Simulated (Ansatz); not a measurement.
A search over several starts for the lowest SCF solution of InF3 at the given spin, in a small basis.

```yaml
crystal:
  periodic: [false, false, false]
  atoms:
    - {symbol: In, position_ang: [-0.000273, -0.000514, -0.000024]}
    - {symbol: F, position_ang: [1.917867, -0.026972, 0.012969]}
    - {symbol: F, position_ang: [-0.934105, 1.675105, -0.017432]}
    - {symbol: F, position_ang: [-0.983489, -1.647619, 0.004487]}
basis:
  gaussian: {orbitals: def2-SVP, initial_orbitals: start.molden}
hamiltonian: {xc: pbe0, dispersion: d4}
output: {orbitals: {seedname: orbitals}}
```

The file start.molden holds the orbitals of an earlier run on this structure, at another level or in another basis.

```sh
$ ansatz run in.yaml --threads 4 --pin off --events-out ev --progress --plain --max-ram 3916MiB
```

Shortened log:

```
Functional definition: PBE0
720 factors; integrals over basis functions are off by at most 2.4e-4 eV
mean field evaluation 1: about -13311.1206 eV, gradient 3.1e1 eV
mean field evaluation 2: about -13311.5308 eV, gradient 4.4e-1 eV
mean field evaluation 4: about -13311.5929 eV, gradient 5.6e-4 eV
mean field evaluation 8: about -13305.2250 eV, gradient 6.1e1 eV
mean field evaluation 16: about -13311.5929 eV, gradient 3.1e-2 eV
mean field -13311.59289340 eV, -489.1920159107 hartree, gradient 1.9e-5 eV, S^2 0.000000; 1 other end points of the search recorded, 0 dependent functions left out
reference -13311.59293190 eV, -489.1920173257 hartree; 24, 24 occupied and 44, 44 virtual orbitals, 720 factors
Total energy: -13311.64149735 eV, -489.1938020730 hartree
```

Hardware: 4 threads of Arm Neoverse V2 on a shared host. Wall time 0.6 s.

In the def2 sets In takes a core potential; there is no spin–orbit coupling.
